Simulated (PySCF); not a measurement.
CH₆CdGe, SMILES [GeH3][Cd][CH3], singlet (PBE0/def2-SVP optimised geometry):

```
9

Cd    -0.315    -0.087     0.000
C     -2.442    -0.087     0.000
H     -2.831     0.866    -0.392
H     -2.832    -0.223     1.021
H     -2.832    -0.902    -0.629
Ge     2.235    -0.087     0.000
H      2.832    -1.227     0.859
H      2.832    -0.261    -1.416
H      2.832     1.227     0.558
```

Level of theory: PBE0/def2-TZVP, def2 effective core potentials past Kr (PySCF).

Task: What are the frontier orbital energies and the dipole moment?

Result: HOMO-2 -9.16 eV, HOMO-1 -8.65 eV, HOMO -6.80 eV, LUMO -0.74 eV, LUMO+1 -0.74 eV; dipole moment 1.13 D.

On the same geometry PySCF with PBE/def2-TZVP, def2 effective core potentials past Kr gives HOMO-2 -7.89 eV, HOMO-1 -7.58 eV, HOMO -5.82 eV, LUMO -1.41 eV, LUMO+1 -1.40 eV; dipole moment 1.15 D.
